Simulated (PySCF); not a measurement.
Steps of a relaxation of [Ce(H2O)4]3+

[Ce(H2O)4]3+ (singlet in the valence; each metal's 4f electrons, 1 of them, lie in its core potential, out of spins and levels). PySCF 2.14.0, RKS PBE, Ce lcecp-1-SVP with ECP47, O def2-SVP, H def2-SVP; non-relativistic Hamiltonian with scalar-relativistic core potentials where named; density fitting; no spin-orbit coupling. Origin of the start: displaced along the imaginary mode. Columns: position (Å) and force (eV/Å). Energies are counted from the last step; some of the 18 steps are shown. Forces carry noise of the integration grid, about 0.01 to 0.03 eV/Å.

Run from Python with OMP_NUM_THREADS=2. Where DIIS fails, smearing, a level shift and second-order steps follow.
It took 120 s on 2 threads of Arm Neoverse V2, on a shared host, from the converged density of the start.

```xyz
13
step 0  E = 0.222 eV
Ce    0.0000    0.0000    0.0000     0.00    0.00    0.00
O     1.3929    1.4006    1.3928     0.67    0.61    0.60
H     1.9704    1.1009    2.1837    -0.61    0.62   -0.96
H     1.5648    2.4051    1.2918    -0.06   -1.25    0.34
O    -1.3929   -1.3928    1.4006    -0.67   -0.60    0.62
H    -1.5648   -1.2918    2.4051     0.06   -0.34   -1.25
H    -1.9704   -2.1837    1.1009     0.61    0.96    0.62
O     1.3929   -1.4006   -1.3928     0.67   -0.61   -0.60
H     1.5648   -2.4051   -1.2918    -0.06    1.25   -0.34
H     1.9704   -1.1009   -2.1837    -0.61   -0.62    0.96
O    -1.3929    1.3928   -1.4006    -0.67    0.60   -0.62
H    -1.9704    2.1837   -1.1009     0.61   -0.96   -0.62
H    -1.5648    1.2918   -2.4051     0.06    0.34    1.25
```

```xyz
13
step 6  E = 0.015 eV
Ce    0.0000    0.0000    0.0000     0.00    0.00    0.00
O     1.4097    1.4021    1.3698     0.05    0.07    0.06
H     2.0914    1.1239    2.0398    -0.05    0.05   -0.08
H     1.4626    2.3962    1.3905     0.01   -0.11    0.02
O    -1.4097   -1.3698    1.4021    -0.05   -0.06    0.07
H    -1.4626   -1.3904    2.3962    -0.01   -0.02   -0.11
H    -2.0913   -2.0398    1.1239     0.05    0.08    0.05
O     1.4097   -1.4021   -1.3698     0.05   -0.07   -0.06
H     1.4626   -2.3962   -1.3905     0.01    0.11   -0.02
H     2.0914   -1.1239   -2.0398    -0.05   -0.05    0.08
O    -1.4097    1.3698   -1.4021    -0.05    0.06   -0.07
H    -2.0913    2.0398   -1.1239     0.05   -0.08   -0.05
H    -1.4626    1.3904   -2.3962    -0.01    0.02    0.11
```

```xyz
13
step 11  E = 0.001 eV
Ce   -0.0002    0.0000    0.0000     0.00    0.00    0.00
O     1.4419    1.3991    1.3424     0.02    0.02    0.01
H     2.2365    1.1322    1.8770    -0.03    0.02   -0.02
H     1.3985    2.3828    1.4798     0.01   -0.04    0.00
O    -1.4427   -1.3421    1.3990    -0.01   -0.01    0.05
H    -1.3977   -1.4806    2.3832    -0.01    0.00   -0.07
H    -2.2364   -1.8774    1.1322     0.02    0.02    0.02
O     1.4419   -1.3991   -1.3424     0.02   -0.02   -0.01
H     1.3985   -2.3828   -1.4798     0.01    0.04    0.00
H     2.2365   -1.1322   -1.8770    -0.03   -0.02    0.02
O    -1.4427    1.3421   -1.3990    -0.01    0.01   -0.05
H    -2.2364    1.8774   -1.1322     0.02   -0.02   -0.02
H    -1.3977    1.4806   -2.3832    -0.01    0.00    0.07
```

Task: Where does the relaxation end?

Result: It converges at step 17 in S4:
```xyz
13
step 17  E = 0
Ce    0.0000    0.0000    0.0000
O     1.4492    1.3977    1.3342
H     2.2574    1.1337    1.8475
H     1.3917    2.3762    1.4952
O    -1.4491   -1.3342    1.3977
H    -1.3918   -1.4951    2.3761
H    -2.2574   -1.8475    1.1337
O     1.4492   -1.3977   -1.3342
H     1.3917   -2.3762   -1.4952
H     2.2574   -1.1337   -1.8475
O    -1.4491    1.3342   -1.3977
H    -2.2574    1.8475   -1.1337
H    -1.3918    1.4951   -2.3761
```

Task: How did the contacts change?

Result: 
| contact | start (Å) | end (Å) |
| --- | --- | --- |
| Ce1–O2 (H2O) | 2.417 | 2.415 |
| Ce1–O5 (H2O) | 2.417 | 2.415 |
| Ce1–O8 (H2O) | 2.417 | 2.415 |
| Ce1–O11 (H2O) | 2.417 | 2.415 |


An lcecp potential fixes the number of 4f electrons, so in runs with it no electron can move into or out of that shell.
